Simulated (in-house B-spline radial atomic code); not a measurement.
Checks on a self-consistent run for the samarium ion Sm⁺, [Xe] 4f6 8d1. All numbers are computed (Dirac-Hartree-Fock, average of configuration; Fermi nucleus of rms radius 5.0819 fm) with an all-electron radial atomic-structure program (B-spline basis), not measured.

```
orbital       q       ε (Eh)      <1/r>         <r²>  small-component weight
  1s1/2       2  -1731.62178    68.8101  0.000704663                0.053121
  2s1/2       2   -287.52557    16.3728    0.0110313                0.011698
  2p1/2       2   -271.85842    16.3107   0.00806748                0.011698
  2p3/2       4   -249.63935    14.5506   0.00930357                0.010903
  3s1/2       2    -65.12622    5.96913    0.0736204                0.003689
  3p1/2       2    -58.37127    5.87165    0.0690291               0.0036169
  3p3/2       4    -53.77634    5.43193    0.0760828               0.0034015
  3d3/2       4    -42.21757    5.29055    0.0613128               0.0032611
  3d5/2       6    -41.23254       5.18    0.0632967               0.0031976
  4s1/2       2    -14.08898    2.45959     0.378616               0.0011296
  4p1/2       2    -11.42599    2.35113     0.401915               0.0010559
  4p3/2       4    -10.41036    2.21161     0.439307              0.00098817
  4d3/2       4     -5.97442    1.98413     0.516151              0.00082356
  4d5/2       6     -5.79000    1.94726     0.532043              0.00080292
  5s1/2       2     -2.38510   0.914856      2.31954              0.00021901
  5p1/2       2     -1.58257   0.811266      2.91797              0.00017658
  5p3/2       4     -1.44330   0.762363      3.24259              0.00015899
  4f5/2  2.5714     -0.84106    1.40087      1.16103              0.00045095
  4f7/2  3.4286     -0.82120    1.38502      1.19508              0.00044277
  8d3/2     0.4     -0.06362  0.0645795      554.073              3.2949e-06
  8d5/2     0.6     -0.06334  0.0641659      559.329              3.2343e-06
```

Electron-electron repulsion V_ee = 3799.6675 hartree.

(1) What total energy follows from the eigenvalues?

(2) Does the Dirac virial theorem hold?

(3) What diamagnetic shielding (Lamb formula) and susceptibility (Langevin formula) do the radii give?

Answers

(1) The eigenvalues count the repulsion twice, so E = Σqε - V_ee = -6628.994 - 3799.667 = -10428.662 hartree; the run printed -10428.662.

(2) For a point nucleus E = -2c²Σq·w, with w the small-component weight. Here Σq·w = 0.27764 and c = 137.0360, so the ratio E/(-2c²Σq·w) is 1.000117; the finite nucleus accounts for the departure from 1.

(3) σ = (α²/3)Σq<1/r> = 411.846/(3·137.036²) = 7310.5 ppm, and χ = -0.79199×10⁻⁶·Σq<r²> = -473.3×10⁻⁶ cm³/mol with Σq<r²> = 597.62 bohr². Both are non-relativistic formulas without the paramagnetism of open shells; for so heavy an element the full relativistic shielding is larger by tens of per cent.
